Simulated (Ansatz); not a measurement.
Start from `FC(F)(F)C[O][Ti]([F])([F])[F]` and change one atom or group to get `FC(F)(F)COB(Cl)Cl`.

Ansatz, PBE0-D4/def2-TZVP geometries, multiplicity 1. Each molecule was computed in one conformer, which needn't be the lowest.

Scalar relativity is left out up to krypton.

```tsv
property	`FC(F)(F)C[O][Ti]([F])([F])[F]`
size of the dipole moment (PBE/def2-TZVPP) / D	2.62
HOMO energy (PBE0/def2-TZVPP) / eV	-10.00
LUMO energy (ωB97M-V/def2-TZVPP) / eV	-0.28
LUMO energy (PBE0/def2-TZVPP) / eV	-2.61
size of the dipole moment (B3LYP/def2-TZVPP) / D	2.73
HOMO–LUMO gap (ωB97M-V/def2-TZVPP) / eV	12.10
```

(1) What does the change do to each property? (Estimate.)

## Answers

(1) Ansatz gave: 
```
                                        property  `FC(F)(F)COB(Cl)Cl`  shift
  size of the dipole moment (PBE/def2-TZVPP) / D                 1.85  -0.77
              HOMO energy (PBE0/def2-TZVPP) / eV                -9.23   0.77
           LUMO energy (ωB97M-V/def2-TZVPP) / eV                 1.48   1.76
              LUMO energy (PBE0/def2-TZVPP) / eV                -0.64   1.97
size of the dipole moment (B3LYP/def2-TZVPP) / D                 1.97  -0.76
         HOMO–LUMO gap (ωB97M-V/def2-TZVPP) / eV                12.98   0.88
```

With PBE0 the HOMO rises by 0.77 eV and the LUMO rises by 1.97 eV, so the gap widens by about 1.20 eV. PBE moves the HOMO by 0.55 eV and ωB97M-V by 0.88 eV. Dipoles are sizes alone; their direction can turn.

B3LYP here is the variant with VWN-RPA as its local correlation; programs differ in this.
